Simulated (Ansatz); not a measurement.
Reaction (cleavage of the Si–Si bond): `O[SiH2][SiH2]P` + `C[SiH](O)F` → `C[SiH](F)O[SiH2]O` + `[SiH3]P`

Isolated molecules relaxed with PBE0-D4/def2-TZVP in Ansatz; ΔE leaves out vibrations. CCSD(T)/CBS is the MP2 limit (def2-TZVPP, def2-QZVPP) plus CCSD(T) − MP2 in def2-TZVPP, frozen cores. This one scheme is used for every species. DFT in def2-TZVPP. Each species was taken in one conformer, which may not be the lowest.

```csv
level,ΔE (kJ/mol)
r2SCAN,-129.9
MP2/def2-QZVPP,-141.6
```

What does CCSD(T)/CBS give? (An estimate is asked.)

The calculation gave: -135.2 kJ/mol. The listed levels differ from it by 5.3, -6.4 kJ/mol.

Largest T1 diagnostic among the species: 0.013.

From PBE to PBE0 (25 % exact exchange), in def2-TZVPP and without D4, ΔE moves by −9.3 kJ/mol. In def2-TZVPP, CCSD(T) changes the Hartree–Fock value by +24.8 kJ/mol (the triples alone add +3.6 kJ/mol) and MP2 by +19.9 kJ/mol.
